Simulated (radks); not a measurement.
Question: These are the eigenvalues of the occupied orbitals of an atom or ion with whole-number occupations (hartree). Calculated with a radial shooting solver on a logarithmic mesh with Libxc functionals: non-relativistic Kohn-Sham, LDA (Slater exchange, Perdew-Wang correlation), spin-unpolarised, spherical densities, point nucleus.

1s: -1288.314
2s: -222.7105
2p: -211.9025
3s: -68.67917
3p: -64.09316
3d: -55.64021
4s: -32.05045

Which element is it, and in what charge state? The configuration may be excited.

Answer: Z = 55, caesium, charge +26: Cs26+ in [Ar] 3d10 4s1. The list shows which subshells hold electrons but not how many an open one holds; the 1s level, -1288.3 hartree, gives Z - s = 50.8 by -(Z - s)^2/2, which with screening narrows Z to a few neighbours, and the depths of the outer levels then fix element, charge and occupations together.
